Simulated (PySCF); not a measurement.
VOBr, SMILES [O]=[V][Br] (connectivity only; charge and spin as stated), neutral, multiplicity 3.

Geometry: B3LYP-D3(BJ)/def2-TZVP. The multiplicity is an assumed one; other spin states were not compared.

The numbers are results of B3LYP-D3(BJ)/def2-TZVP (PySCF), not measurements.

Frequencies are harmonic and unscaled.

| mode | ν (cm⁻¹) | IR (km/mol) | moving atoms (share of kinetic energy) |
|---|---|---|---|
| 1 | 72 | 33.9 | O 59 %, V 31 %, Br 10 % |
| 2 | 295 | 48.7 | V 52 %, Br 40 % |
| 3 | 1066 | 283.6 | O 76 %, V 24 % |
